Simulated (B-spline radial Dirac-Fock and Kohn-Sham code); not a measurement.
## Elastic and transport cross sections of hafnium for positrons

Calculated with a radial atomic solver, using relativistic (Dirac) partial waves in the static field of the Dirac-Fock atom, without polarisation or absorption potentials. Below a few hundred eV the neglected polarisation potential matters, most of all at small angles. σ_tr1 and σ_tr2 weight the cross section with 1 − P₁ and 1 − P₂ of cos θ; "backward" is the share scattered beyond 90°.

```
energy (eV)  σ (a₀²)  σ_tr1 (a₀²)  σ_tr2 (a₀²)  σ/σ_tr1  backward (%)
        102     25.8         4.73         8.19     5.45           5.1
        124     23.9         4.12         7.15     5.82           4.8
        201     19.7         2.90         5.09     6.82           4.0
        362     15.4         1.85         3.31     8.32           3.2
        929     10.0        0.858         1.58     11.7           2.1
       1170     8.99        0.704         1.31     12.8           1.9
       1240     8.74        0.669         1.25     13.1           1.8
       2350     6.34        0.375        0.721     16.9           1.3
       2380        ?            ?            ?        ?             ?
       4150     4.70        0.211        0.425     22.2          0.89
       4660     4.41        0.186        0.379     23.7          0.81
       4840     4.32        0.179        0.364     24.2          0.79
       4930     4.28        0.175        0.358     24.4          0.78
       6550     3.66        0.127        0.266     28.8          0.62
      10300     2.84       0.0742        0.160     38.3          0.42
      18700     2.00       0.0346       0.0777     58.0          0.24
```

Problem. Fill in the row for 2.38 keV.

Solution. σ = 6.29 a₀², σ_tr1 = 0.370 a₀², σ_tr2 = 0.713 a₀², σ/σ_tr1 = 17.0, backward 1.3 %. The ratio σ/σ_tr1 is roughly the number of elastic collisions that randomise the direction.
